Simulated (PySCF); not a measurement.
**I (iodine, neutral) across methods**

[Kr] 4d10 5s1 5p5 5d1, one real determinant (an excited configuration). Calculation: PySCF 2.14, in x2c-QZVPPall with one added diffuse shell each of s, p, d, f type (14s10p8d5f1g, 128 functions); scalar relativity by spin-free X2C-1e.

```json
{"method": "r2SCAN", "E (hartree)": "-7114.97", "mean ε 5p α (eV)": "-11.290", "mean ε 5p β (eV)": "-9.422", "mean ε 5d α (eV)": "-0.480", "Σ⟨r²⟩ (bohr²)": "78.46", "⟨S²⟩": "3.756"}
{"method": "PBE0", "E (hartree)": "-7114.61", "mean ε 5p α (eV)": "-12.157", "mean ε 5p β (eV)": "-10.110", "mean ε 5d α (eV)": "-0.932", "Σ⟨r²⟩ (bohr²)": "78.21", "⟨S²⟩": "3.754"}
{"method": "LDA", "E (hartree)": "-7108.47", "mean ε 5p α (eV)": "-10.871", "mean ε 5p β (eV)": "-9.510", "mean ε 5d α (eV)": "-0.439", "Σ⟨r²⟩ (bohr²)": "78.24", "⟨S²⟩": "3.752"}
{"method": "PBE", "E (hartree)": "-7114.54", "mean ε 5p α (eV)": "-10.765", "mean ε 5p β (eV)": "-9.287", "mean ε 5d α (eV)": "-0.472", "Σ⟨r²⟩ (bohr²)": "78.51", "⟨S²⟩": "3.753"}
```

(1) Estimate the same row for UHF.

⟨L²⟩ = 7.93 against 12 for a pure F term, so this real determinant mixes terms. The outer electron is Rydberg-like, and this basis confines it to a smaller radius and binds it less than a complete one would.

Answers

(1) E (hartree) = -7112.03090; mean ε 5p α (eV) = -15.656; mean ε 5p β (eV) = -11.445; mean ε 5d α (eV) = -1.988; Σ⟨r²⟩ (bohr²) = 79.83; ⟨S²⟩ = 3.764.
